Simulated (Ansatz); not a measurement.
Ansatz (an electronic-structure program) input:

Ansatz 0.2 input:
```yaml
crystal:
  periodic: [false, false, false]
  atoms:
    - {symbol: Si, position_ang: [-0.35855426, -0.10157508, -0.14483880]}
    - {symbol: O, position_ang: [-0.54971084, -0.17916352, 1.36867792]}
    - {symbol: O, position_ang: [1.04414905, 0.31503848, -0.88421983]}
    - {symbol: H, position_ang: [1.06425394, 0.33505143, -1.84792149]}
basis:
  gaussian:
    orbitals: def2-TZVP
hamiltonian:
  xc: {name: SVWN5}
magnetization: {spin_polarized: true, initial_magnetization: 1}
relax: {f_tol: 0.003, max_steps: 100}
```

Question: What final total energy does it print?

Answer: -438.42251 Eh (SVWN5/def2-TZVP). The basis has 105 functions.

It need not be the lowest isomer of its formula.
